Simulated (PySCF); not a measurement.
Compound: C7H9 (doublet state).
Atom-mapped SMILES: `[CH3:1][C:2]1=[CH:3][C@@H:4]2[CH:5][C@@H:6]2[CH2:7]1` (hydrogens: H8, H9, H10 on C1; H11 on C3; H12 on C4; H13 on C5; H14 on C6; H15, H16 on C7)

Structure used (GFN2-xTB), in Å, numbered top down from 1:
```
atom  x, y, z in Å
C1     1.9672    0.6857    0.6218
C2     0.6245    0.2909    0.1103
C3    -0.4058    1.0941   -0.1531
C4    -1.5794    0.3365   -0.6485
C5    -2.0971   -0.6176    0.3449
C6    -1.1345   -1.1248   -0.6312
C7     0.3257   -1.1588   -0.1920
H8     2.1767    0.1781    1.5635
H9     2.7426    0.3968   -0.0881
H10    2.0188    1.7594    0.7825
H11   -0.4194    2.1628   -0.0266
H12   -2.2104    0.7630   -1.4143
H13   -2.0215   -0.5822    1.4136
H14   -1.4474   -1.8106   -1.4053
H15    0.9822   -1.5378   -0.9805
H16    0.4702   -1.7850    0.6917
```

The hyperfine couplings belong to this conformer and change with its torsions.

Computed with PySCF, UKS B3LYP, pcH-1 on C H, non-relativistic, mean-field spin-orbit, GIAO. Geometry: GFN2-xTB; no solvent, vibrations or thermal averaging. The geometry wasn't refined by DFT: couplings that depend on bond lengths, twists or pyramidal angles can differ widely from those at the functional's own minimum. No stability test was run, so a lower SCF solution isn't excluded.

Principal values of hyperfine tensors in MHz (contact and dipolar terms together), for some of the nuclei:

```tsv
atom	isotope	A1	A2	A3
C5	13C	195.88	200.05	416.81
H14	1H	68.64	70.93	84.81
H12	1H	46.37	48.30	62.51
C3	13C	15.07	19.89	31.03
C7	13C	17.10	17.88	26.91
C4	13C	-19.31	-15.83	-8.60
H8	1H	7.40	7.84	10.39
H9	1H	5.08	5.13	8.22
```

Give the isotropic coupling of each nucleus in MHz and in mT (g = 2.0026), and the anisotropic part.

a_iso is a third of the trace, T = A − a_iso, and a(mT) = a(MHz)/(g × 13.996).

```json
{"atom": "C5", "a_iso (MHz)": "270.91", "a_iso (mT)": "9.665", "T1": "-75.03", "T2": "-70.86", "T3": "145.90"}
{"atom": "H14", "a_iso (MHz)": "74.79", "a_iso (mT)": "2.668", "T1": "-6.15", "T2": "-3.86", "T3": "10.02"}
{"atom": "H12", "a_iso (MHz)": "52.39", "a_iso (mT)": "1.869", "T1": "-6.02", "T2": "-4.10", "T3": "10.12"}
{"atom": "C3", "a_iso (MHz)": "21.99", "a_iso (mT)": "0.785", "T1": "-6.92", "T2": "-2.11", "T3": "9.03"}
{"atom": "C7", "a_iso (MHz)": "20.63", "a_iso (mT)": "0.736", "T1": "-3.53", "T2": "-2.75", "T3": "6.28"}
{"atom": "C4", "a_iso (MHz)": "-14.58", "a_iso (mT)": "-0.520", "T1": "-4.73", "T2": "-1.25", "T3": "5.98"}
{"atom": "H8", "a_iso (MHz)": "8.54", "a_iso (mT)": "0.305", "T1": "-1.15", "T2": "-0.70", "T3": "1.85"}
{"atom": "H9", "a_iso (MHz)": "6.14", "a_iso (mT)": "0.219", "T1": "-1.07", "T2": "-1.01", "T3": "2.08"}
```

What spin density at the nucleus of H12 lies behind its contact coupling (g_N = 5.58569)?

a_FC = 800.24 MHz bohr³ × g_N × ρ(0)/(2S). With a_FC = 52.39 MHz and 2S = 1, ρ(0) = 0.01172 bohr⁻³. In magnitude that is 3.7 % of the 1/π = 0.318 of a free hydrogen atom.

C6 (13C, g_N = 1.40482) isn't in the table. Its spin density at the nucleus is -0.01615 bohr⁻³. What is its contact coupling?

By the same relation, a_FC = -18.16 MHz. Its full tensor has the principal values -22.38, -18.58, -13.51 MHz.

Which nucleus of the table has the largest anisotropic coupling, and what is its form?

C5: -75.0, -70.9, 145.9 MHz, nearly axial, close to the ratio −1:−1:+2, the form that spin in one p orbital centred on that nucleus gives.

In a single crystal, with the field along each principal axis of the tensor of H12 in turn, what first-order splitting does this nucleus give (isotropic g, quadrupole terms neglected)?

2 lines (I = 1/2), spaced by |A_i|/(g × 13.996): 1.65, 1.72, 2.23 mT along the axes of A1, A2 and A3.
